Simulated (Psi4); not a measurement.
C$_{2}$H$_{8}$GeO$_{3}$, singlet, geometry from GFN2-xTB, atoms displaced at random by about 0.03 Å a coordinate; HF/STO-3G, gradient (Psi4 1.11).

Psi4 was given this input:
```
memory 2 GB

molecule {
0 1
  C    -2.49129384    0.35302577    0.62098403
  C    -1.30850575   -0.31377776    1.08841931
  Ge    0.33890891   -0.08204801   -0.05315715
  O     0.92653732    1.60783191   -0.09719379
  O     1.65391133   -1.04395703    0.46732863
  O    -0.01887649   -0.43662294   -1.71256986
  H    -2.32869839    1.49490878    0.51204330
  H    -2.79938462    0.04102491   -0.39194787
  H    -3.36519386    0.17078213    1.27719035
  H    -0.98681627    0.04205228    2.05548754
  H    -1.44277655   -1.41343712    1.23498034
  H     0.61464056    2.10279269   -0.85246921
  H     2.30018568   -0.60359908    0.93482306
  H     0.27165277   -1.38545112   -1.93400822
symmetry c1
no_reorient
no_com
}

set basis sto-3g

gradient('scf')
print_variables()
```

What the program printed (banner, timings and long lists left out):

```
gradient() will perform analytic gradient computation.

   => Loading Basis Set <=

    Name: STO-3G
    Role: ORBITAL
    Keyword: BASIS

         ---------------------------------------------------------
                                   SCF
               by Justin Turney, Rob Parrish, Andy Simmonett
                          and Daniel G. A. Smith
                              RHF Reference
         ---------------------------------------------------------

  ==> Geometry <==

    Molecular point group: c1
    Full point group: C1

    Geometry (in Angstrom), charge = 0, multiplicity = 1:

       Center              X                  Y                   Z               Mass
    ------------   -----------------  -----------------  -----------------  -----------------
         C           -2.491293840000     0.353025770000     0.620984030000    12.000000000000
         C           -1.308505750000    -0.313777760000     1.088419310000    12.000000000000
         GE           0.338908910000    -0.082048010000    -0.053157150000    73.921177761000
         O            0.926537320000     1.607831910000    -0.097193790000    15.994914619570
         O            1.653911330000    -1.043957030000     0.467328630000    15.994914619570
         O           -0.018876490000    -0.436622940000    -1.712569860000    15.994914619570
         H           -2.328698390000     1.494908780000     0.512043300000     1.007825032230
         H           -2.799384620000     0.041024910000    -0.391947870000     1.007825032230
         H           -3.365193860000     0.170782130000     1.277190350000     1.007825032230
         H           -0.986816270000     0.042052280000     2.055487540000     1.007825032230
         H           -1.442776550000    -1.413437120000     1.234980340000     1.007825032230
         H            0.614640560000     2.102792690000    -0.852469210000     1.007825032230
         H            2.300185680000    -0.603599080000     0.934823060000     1.007825032230
         H            0.271652770000    -1.385451120000    -1.934008220000     1.007825032230

  Running in c1 symmetry.

  Rotational constants: A =      0.11343  B =      0.06114  C =      0.05962 [cm^-1]
  Rotational constants: A =   3400.50119  B =   1832.91438  C =   1787.22318 [MHz]
  Nuclear repulsion =  531.502599281791390

  Charge       = 0
  Multiplicity = 1
  Electrons    = 76
  Nalpha       = 38
  Nbeta        = 38

  ==> Algorithm <==

  SCF Algorithm Type is DF.
  DIIS enabled.
  MOM disabled.
  Fractional occupation disabled.
  Guess Type is SAD.
  Energy threshold   = 1.00e-08
  Density threshold  = 1.00e-08
  Integral threshold = 1.00e-12

  ==> Primary Basis <==

  Basis Set: STO-3G
    Blend: STO-3G
    Number of shells: 31
    Number of basis functions: 51
    Number of Cartesian functions: 52
    Spherical Harmonics?: true
    Max angular momentum: 2

   => Loading Basis Set <=

    Name: (STO-3G AUX)
    Role: JKFIT
    Keyword: DF_BASIS_SCF

  ==> Integral Setup <==

  SCF_SUBTYPE=INCORE selected. In-core MEM_DF algorithm will be used.
  Using in-core AOs.

  ==> MemDFJK: Density-Fitted J/K Matrices <==

    J tasked:                   Yes
    K tasked:                   Yes
    wK tasked:                   No
    Algorithm:                 Core
    Schwarz Cutoff:           1E-12
    Mask sparsity (%):       3.3064
    Fitting Condition:        1E-10

   => Auxiliary Basis Set <=

  Basis Set: (STO-3G AUX)
    Blend: DEF2-UNIVERSAL-JKFIT
    Number of shells: 233
    Number of basis functions: 791
    Number of Cartesian functions: 988
    Spherical Harmonics?: true
    Max angular momentum: 5

  Minimum eigenvalue in the overlap matrix is 2.0348665046E-01.
  Reciprocal condition number of the overlap matrix is 8.2409348455E-02.
    Using symmetric orthogonalization.

  ==> Pre-Iterations <==

  SCF Guess: Superposition of Atomic Densities via on-the-fly atomic UHF (no occupation information).

   -------------------------
    Irrep   Nso     Nmo
   -------------------------
     A         51      51
   -------------------------
    Total      51      51
   -------------------------

  ==> Iterations <==

                           Total Energy        Delta E     RMS |[F,P]|

   @DF-RHF iter SAD: -2346.76982703719204   -2.34677e+03   0.00000e+00
   @DF-RHF iter   1: -2352.49742409327791   -5.72760e+00   1.25255e-02 DIIS/ADIIS
   @DF-RHF iter   2: -2352.77176893762044   -2.74345e-01   2.29374e-03 DIIS/ADIIS
   @DF-RHF iter   3: -2352.78173797526279   -9.96904e-03   5.95516e-04 DIIS/ADIIS
   @DF-RHF iter   4: -2352.78247034080141   -7.32366e-04   1.20574e-04 DIIS/ADIIS
   @DF-RHF iter   5: -2352.78250177452628   -3.14337e-05   1.63367e-05 DIIS
   @DF-RHF iter   6: -2352.78250284509431   -1.07057e-06   6.34635e-06 DIIS
   @DF-RHF iter   7: -2352.78250303270852   -1.87614e-07   1.01012e-06 DIIS
   @DF-RHF iter   8: -2352.78250303766163   -4.95311e-09   1.93334e-07 DIIS
   @DF-RHF iter   9: -2352.78250303780396   -1.42336e-10   4.95244e-08 DIIS
   @DF-RHF iter  10: -2352.78250303781397   -1.00044e-11   1.26756e-08 DIIS
   @DF-RHF iter  11: -2352.78250303781351    4.54747e-13   2.53017e-09 DIIS
  Energy and wave function converged.

  ==> Post-Iterations <==

    Orbital Energies [Eh]
    ---------------------

    Doubly Occupied:

[...]
    Virtual:

[...]
      51A      0.829245

    Final Occupation by Irrep:
              A
    DOCC [    38 ]
    NA   [    38 ]
    NB   [    38 ]

  @DF-RHF Final Energy: -2352.78250303781351

   => Energetics <=

    Nuclear Repulsion Energy =            531.5025992817913902
    One-Electron Energy =               -4356.4811904576454253
    Two-Electron Energy =                1472.1960881380407500
    Total Energy =                      -2352.7825030378135125

Computation Completed

Properties will be evaluated at   0.000000,   0.000000,   0.000000 [a0]

Properties computed using the SCF density matrix

 Multipole Moments:

 ------------------------------------------------------------------------------------
     Multipole            Electronic (a.u.)      Nuclear  (a.u.)        Total (a.u.)
 ------------------------------------------------------------------------------------

 L = 1.  Multiply by 2.5417464519 to convert [e a0] to [Debye]
 Dipole X            :         -1.6197344            1.5164564           -0.1032780
 Dipole Y            :          1.6068601           -1.7441402           -0.1372801
 Dipole Z            :         -1.0323104            1.2321210            0.1998106
 Magnitude           :                                                    0.2635080

 ------------------------------------------------------------------------------------

         ------------------------------------------------------------
                                   SCF GRAD
                          Rob Parrish, Justin Turney,
                       Andy Simmonett, and Alex Sokolov
         ------------------------------------------------------------

  ==> Geometry <==

    Molecular point group: c1
    Full point group: C1

    Geometry (in Angstrom), charge = 0, multiplicity = 1:

       Center              X                  Y                   Z               Mass
    ------------   -----------------  -----------------  -----------------  -----------------
         C           -2.491293840000     0.353025770000     0.620984030000    12.000000000000
         C           -1.308505750000    -0.313777760000     1.088419310000    12.000000000000
         GE           0.338908910000    -0.082048010000    -0.053157150000    73.921177761000
         O            0.926537320000     1.607831910000    -0.097193790000    15.994914619570
         O            1.653911330000    -1.043957030000     0.467328630000    15.994914619570
         O           -0.018876490000    -0.436622940000    -1.712569860000    15.994914619570
         H           -2.328698390000     1.494908780000     0.512043300000     1.007825032230
         H           -2.799384620000     0.041024910000    -0.391947870000     1.007825032230
         H           -3.365193860000     0.170782130000     1.277190350000     1.007825032230
         H           -0.986816270000     0.042052280000     2.055487540000     1.007825032230
         H           -1.442776550000    -1.413437120000     1.234980340000     1.007825032230
         H            0.614640560000     2.102792690000    -0.852469210000     1.007825032230
         H            2.300185680000    -0.603599080000     0.934823060000     1.007825032230
         H            0.271652770000    -1.385451120000    -1.934008220000     1.007825032230

  Nuclear repulsion =  531.502599281791390

  ==> Basis Set <==

  Basis Set: STO-3G
    Blend: STO-3G
    Number of shells: 31
    Number of basis functions: 51
    Number of Cartesian functions: 52
    Spherical Harmonics?: true
    Max angular momentum: 2

  ==> DFJKGrad: Density-Fitted SCF Gradients <==

    Gradient:                    1
    J tasked:                  Yes
    K tasked:                  Yes
    wK tasked:                  No
    Integrals threads:           1
    Schwarz Cutoff:          1E-12
    Fitting Condition:       1E-10

   => Auxiliary Basis Set <=

  Basis Set: (STO-3G AUX)
    Blend: DEF2-UNIVERSAL-JKFIT
    Number of shells: 233
    Number of basis functions: 791
    Number of Cartesian functions: 988
    Spherical Harmonics?: true
    Max angular momentum: 5

  -Total Gradient:
     Atom            X                  Y                   Z
    ------   -----------------  -----------------  -----------------
       1        0.085390644022    -0.086293602245     0.045216354070
       2       -0.118369775504     0.066854983954    -0.014242065822
       3        0.013474338211    -0.033173389274    -0.001202986617
       4       -0.007020877379     0.046456447447    -0.042823419599
       5        0.080130606637     0.053208297294     0.055127151547
       6       -0.012398493131     0.038055824095     0.004748153884
       7        0.009753855632     0.051789537454    -0.012977695522
       8       -0.005488747323     0.002249937652    -0.012892643938
       9       -0.013345149940    -0.008139781782     0.008176847996
      10        0.007139233489    -0.005152760263    -0.007782443492
      11        0.003373703472    -0.026122220691     0.007349592295
      12        0.017192773416    -0.009288936429     0.032083923454
      13       -0.070107673302    -0.054757410994    -0.051445100486
      14        0.010275561711    -0.035686926221    -0.009335667769

  Variable Map:
  ----------------------------------------------------------------------------
[...]
  Array Variable Map:
  ----------------------------------------------------------------------------
[...]
[...]
```
